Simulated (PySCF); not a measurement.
# Trend along the halogens: MSn anions

PBE with triple-zeta basis sets in PySCF, for the lowest determinant that a PBE0 search found; no spin–orbit coupling. De refers to high-spin ground-configuration atoms (the charge goes to the atom of lower measured ionisation energy or higher electron affinity, which is not always the lowest computed limit). A positive dipole points towards Sn; it is taken about the centre of mass and depends on that origin.

```csv
M,basis,charged atom,state (unpaired electrons),Re (Å),ωe (cm⁻¹),De (eV),μ (D)
F,def2-TZVPPD,F−,triplet (π ↑↑),2.074,423,2.79,1.54
Br,def2-TZVPPD,Br−,triplet (π ↑↑),2.731,164,1.69,0.43
I,def2-TZVPPD,I−,triplet (π ↑↑),2.943,132,1.54,-0.69
```

(1) The row for M = Cl is missing. Estimate Re, ωe and De as the mean of the rows for F and Br, and compare with the calculation.

These are scalar-relativistic numbers at best; spin–orbit coupling would shift them, the dissociation energy most. For an ion De counts to the pair picked by the measured ionisation energies or electron affinities, which need not be the lowest pair at this level. The highest Kohn–Sham level is positive in some of these anions. Much of that is self-interaction error, but it also means that the finite basis helps to hold the extra electron. States were picked by a PBE0 search and need not be the measured ground states.

Results:

(1) The means are 2.402 Å, 294 cm⁻¹ and 2.24 eV. PBE in def2-TZVPPD gives SnCl⁻ as a triplet (π ↑↑) with Re = 2.563 Å, ωe = 238 cm⁻¹, De = 1.86 eV, so the estimate is off by -16.0 pm, +24 % and +0.38 eV.
